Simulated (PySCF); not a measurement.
Computed IR spectrum (relative IR intensity) of a molecule CH₆ClFOSi₂. The structure is a stationary point at PBE-D3(BJ)/def2-SVP. Other conformers were not sampled. Level of theory: PBE-D3(BJ)/def2-SVP in PySCF. Frequencies are harmonic and unscaled.

Lines under 2 % of the strongest are left out, and lines within 2 cm⁻¹ are merged.

| ν (cm⁻¹) | relative intensity |
|---|---|
| 152 | 4.6 |
| 158 | 2.8 |
| 191 | 5.7 |
| 204 | 6.4 |
| 255 | 23 |
| 280 | 22 |
| 402 | 6.7 |
| 480 | 16 |
| 525 | 21 |
| 681 | 24 |
| 714 | 3.7 |
| 735 | 39 |
| 758 | 16 |
| 805 | 100 |
| 825 | 11 |
| 873 | 86 |
| 909 | 6.2 |
| 914 | 43 |
| 1214 | 9.7 |
| 1373 | 2.5 |
| 2153 | 36 |
| 2164 | 47 |
| 3741 | 28 |

Task: Pick the molecule that these values belong to.
A. O[SiH2][Si@H](Cl)CF
B. C[Si@@](O)(Cl)[SiH2]F
C. F[SiH2]OC[SiH2]Cl
D. C[Si@H](F)O[SiH2]Cl

Result: B, C[Si@@](O)(Cl)[SiH2]F
